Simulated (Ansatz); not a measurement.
A structure relaxed at r2SCAN-D4/def2-SVP in Ansatz, charge 0, singlet:

```xyz
34

Zn   -0.067   -0.431    2.588
Zn    2.205    1.137   -2.827
Zn   -1.825    1.975    2.711
Zn    2.112   -1.777    1.838
Zn   -1.554   -3.115   -0.338
Zn   -3.184   -0.267   -1.082
Zn   -3.365    0.169    1.504
Se    3.741   -0.403   -1.398
Se    1.644    0.664    0.987
Se   -2.043   -1.860    1.996
Se    1.625    3.130   -1.247
Se   -0.010   -0.141   -2.579
Se   -1.662    1.641    0.083
Se    0.906   -2.572   -0.297
H    -0.700    0.851    3.410
H     0.991   -1.585    3.170
H     2.752    1.533   -4.230
H    -1.775    3.461    3.171
H     3.547   -2.328    2.080
H    -2.081   -4.544   -0.630
H    -2.198   -1.604   -0.770
H    -3.635    0.206   -2.499
H    -3.417    1.127    2.825
H    -4.374   -0.194    0.265
H     4.615    0.714   -0.991
H     4.612   -0.649   -2.578
H     2.161    1.423    2.138
H    -2.263   -2.202    3.414
H     2.992    3.221   -0.706
H     1.969    4.129   -2.294
H    -0.706    0.754   -3.530
H     0.356   -1.070   -3.667
H    -2.791    2.556   -0.174
H     1.418   -3.948   -0.341
```

Task: Give its formula.

Result: Zn7H20Se7.

Task: Summarise the bond lengths by kind (pairs closer than 1.2 times the sum of covalent radii, bridged metal pairs left out).

Result: 13 × Se–Zn 2.47 to 2.70 Å; 15 × H–Zn 1.55 to 1.81 Å; 10 × H–Se 1.47 to 1.49 Å.

Single mean-field runs in def2-SVP are fitted with def2-universal-jkfit. In the singlet geometry the species has come apart into loosely held pieces.
